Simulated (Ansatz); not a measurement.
H3OSi (SMILES [OH+]=[SiH2]), charge +1, singlet, geometry from GFN2-xTB; B97M-V/STO-3G run with Ansatz (a quantum-chemistry and plane-wave program).

Input for Ansatz:
Ansatz 0.2 input:
```yaml
crystal:
  periodic: [false, false, false]
  atoms:
    - {symbol: O, position_ang: [0.96806077, -0.29274694, -0.01801030]}
    - {symbol: Si, position_ang: [-0.52671752, 0.13783196, 0.00849571]}
    - {symbol: H, position_ang: [1.90715119, -0.08140312, -0.00537859]}
    - {symbol: H, position_ang: [-0.91460201, 1.53346203, 0.09340103]}
    - {symbol: H, position_ang: [-1.36299003, -1.03973089, -0.06287995]}
basis:
  gaussian:
    orbitals: STO-3G
hamiltonian:
  xc: {name: B97M-V}
total_charge: 1
```

Task: What does Ansatz print? Leave out banner, timings and long lists.

Result: 
```
Functional definition: B97M-V
202 factors; integrals over basis functions are off by at most 4.4e-5 eV
mean field evaluation 1: about -9839.7357 eV, gradient 3.9e1 eV
mean field evaluation 2: about -9774.8627 eV, gradient 1.6e2 eV
mean field evaluation 4: about -9845.6743 eV, gradient 2.2e0 eV
mean field evaluation 8: about -9845.6639 eV, gradient 2.5e-2 eV
mean field -9845.66386650 eV, -361.8214734634 hartree, gradient 3.2e-5 eV, S^2 0.000000; 0 other end points of the search recorded, 0 dependent functions left out
reference -9845.66389253 eV, -361.8214744199 hartree; 12, 12 occupied and 5, 5 virtual orbitals, 202 factors
Total energy: -9845.66389253 eV, -361.8214744199 hartree
```
